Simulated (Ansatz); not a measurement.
Relaxed structures of BSiH₄Br, closed shell (PBE0-D4/def2-TZVP; forces vanish, vibrations not checked; lower isomers may exist, and structures with a doubtful reference or unclear bonds are left out; Å). Computed with Ansatz 0.2.0 (basis: def2-TZVPP); correlated methods freeze the cores. Filled d shells of the heavier atoms are correlated. The def2 sets are not built for correlating such inner shells, so the correlated values are less sure here.

Question: Rank them by CCSD(T) energy, lowest first, and give each one's height above the lowest. Links in brackets join atoms within 1.22 times the sum of their covalent radii (1.1 for two metals). (Judge from chemistry; the value comes from the calculation.)
A.
BSiH₄Br ([SiH2][BH][BrH])
```
7
angstrom
Si -0.6082 0.3428 0.1940
B 0.6745 -0.9429 0.4568
Br 2.1846 -0.6442 -0.9232
H -1.9502 0.3293 0.8235
H 3.3867 -0.2636 -0.1927
H -0.4241 1.4555 -0.7696
H 0.8824 -1.9336 1.0740
```
B.
BSiH₄Br ([SiH3][BH][Br])
```
7
angstrom
Si -0.6811 0.4876 -0.2686
B 0.7984 -0.6401 0.4961
Br 2.3225 -1.1034 -0.5360
H -1.9560 -0.2817 -0.2013
H -0.4315 0.8962 -1.6748
H -0.8439 1.7063 0.5740
H 0.7915 -1.0649 1.6106
```
C.
BSiH₄Br ([SiH][BH][BrH2])
```
7
angstrom
Si 1.8480 -0.5984 -1.1343
B 0.7927 -0.6266 0.4689
Br -0.7729 0.4484 -0.0371
H -2.2453 -0.0518 0.2314
H 0.9282 0.2539 -2.0032
H -1.3076 1.6173 0.8780
H 0.7423 -1.0302 1.5850
```

Answer: The calculation gives: B (0.000 eV), A (3.015 eV), C (7.252 eV). Heights count from the lowest.

No T1 diagnostic of these runs exceeds 0.025. The restricted Hartree–Fock reference is unstable towards an unrestricted one at one or more of these structures.

For scale, one of the runs: CCSD(T)/def2-TZVPP, 177 basis functions, launched by `ansatz run in.yaml --threads 2 --pin off --events-out ev --progress --plain --max-ram 4352MiB`. Hardware: 2 CPU threads of an Arm Neoverse V1, shared host. Wall time 75 s; peak host memory 1.6 GiB.
